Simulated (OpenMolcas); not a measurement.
Pt2+.

```yaml
Program: OpenMolcas
Basis: ANO-RCC-VQZP [9s8p6d4f2g1h]
Scalar_Hamiltonian: DKH2, point nucleus
Active_space: 8 electrons in 6 orbitals (5d 6s)
State_averaging: 2S+1 = 3 even, 60 roots; 2S+1 = 5 even, 15 roots kept (CI in the orbitals of an earlier block); 2S+1 = 1 even, 55 roots kept (CI in the orbitals of an earlier block)
Spin-orbit_coupling: RASSI with atomic mean-field integrals over the reference wave functions, term energies averaged over their components
```

Two sets of levels on these reference wave functions, in cm-1 above 5d8 3F4: one from CASSCF and one from MS-CASPT2, IPEA 0.25 Eh, imaginary shift 0.1 Eh (closed shells correlated: 5s 5p).

```
               Level  Set 1  Set 2
             5d8 3F4    0.0    0.0
             5d8 3F3  10270  10450
          5d7 6s 5F5  18110  20490
             5d8 3P0  18850  15280
             5d8 3P1  19900  17290
   5d7 6s 5F4 [54 %]  23800  26370
      5d8 1G4 [65 %]  25450  22120
          5d7 6s 5F3  28910  30980
   5d7 6s 5F2 [67 %]  31210  32760
   5d7 6s 5F1 [62 %]  32380  33700
5d7 6s 3F4(1) [59 %]  35680  35000
   5d7 6s 5P3 [74 %]  36430  36070
   5d7 6s 5P2 [53 %]  36640  35260
   5d7 6s 5P1 [54 %]  41110  39900
   5d7 6s 3G5 [64 %]  41490  41650
5d7 6s 3F3(1) [62 %]  42590  41750
```

Problem. Which set is which?

Solution. Set 2 is MS-CASPT2. Its levels of the other terms of 5d8 lie at 0.81 to 0.87 of the other set's values, as expected, since terms of lower spin or lower L gain more correlation energy than the Hund ground term. Against 5 measured levels (NIST levels as listed in McCann et al., Mon. Not. R. Astron. Soc. 538, 537 (2025)) the mean absolute deviation is 740 cm-1 with it and 3100 cm-1 without; single levels miss by up to 1400 cm-1 with it.

CASPT2 does not keep the components of a term degenerate, so their means are used; among the terms shown or strongly mixed into the levels shown the widest spread is 1200 cm-1 (5d8 1G, MS-CASPT2). Terms from blocks run as CI alone lack orbitals of their own. A single d shell beside an s shell can misplace configurations of different d count against each other. Without dynamic correlation excited terms often stand tens of per cent too high (terms of higher spin than the ground term too low), and those without a measured partner can miss by more than the paired ones (holds for CASSCF). Computed and measured levels are paired by configuration, term and J; levels that our copy of the source lacks, or whose pairing is in doubt (as where it misses far off the trend of its configuration), stay unpaired and out of the deviations. Only configurations of the active space appear. Levels that lie high or do not pair safely by name in every column are left out.

A share in square brackets marks a mixed level and gives the weight of the term that names it, the lowest over the columns. A number in round brackets counts repeated terms of one configuration in the order of the reference energies.
